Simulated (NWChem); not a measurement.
Species: GeSe, singlet; SMILES [Ge]=[Se]

Computed with NWChem. Low-valent species are run as closed-shell singlets; no triplet was tried in these runs. All runs use the structure optimised with PBE0-D3(BJ)/def2-TZVP. B3LYP is NWChem's, with the RPA form of VWN correlation. Vertical excitations in the gas phase; the lowest state need not have the same character in each row.

For level B3LYP/aug-cc-pVDZ, TDA:

```
Property          Value
----------------  -----
orbital gap (eV)   4.69
```

**Question.** Estimate the same quantities for level PBE/aug-cc-pVDZ, TDA.

**Answer.** The orbital gap (eV) comes out as 3.45.
